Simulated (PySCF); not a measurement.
## Two-dimensional NMR puzzle

Compound of formula C4H9NOSi2. Correlations simulated from computed shifts and the bond graph:

HSQC (one-bond C–H):
```tsv
δH	δC
6.64	146.7
6.60	146.7
6.26	135.9
4.23	51.0
```

COSY cross peaks (H two or three bonds apart, from the bond graph; peaks can be absent where the dihedral angle is near 90°):
```tsv
δH	δH
6.64	6.60
6.64	6.26
6.60	6.26
6.26	4.70
6.26	4.49
4.70	4.49
4.70	4.23
4.49	4.23
```

HMBC (two and three bonds, from the bond graph):
```tsv
δH	δC
6.64	135.9
6.60	135.9
6.26	146.7, 51.0
4.98	51.0
4.70	146.7, 135.9, 123.5, 51.0
4.49	146.7, 135.9, 123.5, 51.0
4.23	135.9, 123.5
```

Carbons without hydrogens: δ 123.5.

Level of theory: shielding tensors at PBE0/pcSseg-1 (GIAO), geometry from GFN2-xTB, in PySCF 2.14 (a single conformation, equivalent nuclei averaged, non-relativistic Hamiltonian, no solvent model).

Chemical shifts δ = σref − σ; $^{1}$H (σref 31.72), $^{13}$C (σref 186.93) vs TMS, all at this level.

Exchangeable hydrogens are left out of these lists.

Which molecule is this?

Results:

SMILES C=C[SiH2][C@@H](C#N)O[SiH3].

Structure with atom numbers: `[CH2:1]=[CH:2][SiH2:3][C@@H:4]([C:5]#[N:6])[O:7][SiH3:8]`. Each H is labelled by its parent atom. Ha(C1) is cis to Si3; Ha(Si3) is pro-R; Hb(Si3) is pro-S; Hb(C1) is trans to Si3.

- δC 146.7 is C1, a terminal =CH2 carbon (δH 6.64, 6.60).
- δC 135.9 is C2, an alkene CH (δH 6.26).
- δC 123.5 is C5, a nitrile carbon.
- δC 51.0 is C4, an sp3 CH bonded to O and Si, α to a nitrile (δH 4.23).
- HMBC from δH 4.70 reaches the proton-free carbon C5.
- HMBC from δH 4.49 reaches the proton-free carbon C5.
- HMBC from δH 4.23 reaches the proton-free carbon C5.
- COSY links 6.64–6.60, 6.64–6.26, 6.60–6.26, 6.26–4.70, 6.26–4.49, 4.70–4.49.

The shifts were computed for this structure.

Shifts are as computed. Against solution values, carbons near 30 ppm lie about +3 ppm off and those near 130 ppm about +5 ppm. Of 1211 compounds with measured shifts, 218 miss one by over three times the rms of a fit or turn the order of signals round; such compounds aren't used in these exercises.
